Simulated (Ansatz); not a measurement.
`[F][Ti]([F])([I])[I]`. The species carries charge 0 and has multiplicity 1. I: def2 effective core potential. Geometry: relaxed with PBE0-D4/def2-TZVP.

```xyz
5

F     0.866    1.421    0.811
Ti    0.045    0.028    0.185
F    -0.314   -1.076    1.473
I    -2.116    0.751   -0.937
I     1.519   -1.124   -1.532
```

(1) What is the dipole moment at r2SCAN/def2-TZVPP? (Estimate.)

(2) And with PBE, B3LYP, ωB97M-V? (Estimate.)

(3) Give the Mulliken charges with r2SCAN, B3LYP, PBE in def2-TZVPP. (Estimate.)

Answers

(1) Ansatz gave: 0.67 D, with components (-0.16, -0.10, -0.65) D in this frame, pointing from negative to positive charge.

(2) Computed: PBE 0.71 D, B3LYP 0.83 D, ωB97M-V 0.53 D.

(3) Ansatz gave: 
| atom | r2SCAN | B3LYP | PBE |
| --- | --- | --- | --- |
| F1 | -0.33 | -0.35 | -0.30 |
| Ti2 | 0.76 | 0.77 | 0.64 |
| F3 | -0.33 | -0.35 | -0.30 |
| I4 | -0.05 | -0.04 | -0.03 |
| I5 | -0.05 | -0.04 | -0.03 |

B3LYP here is the variant with VWN-RPA as its local correlation; programs differ in this.
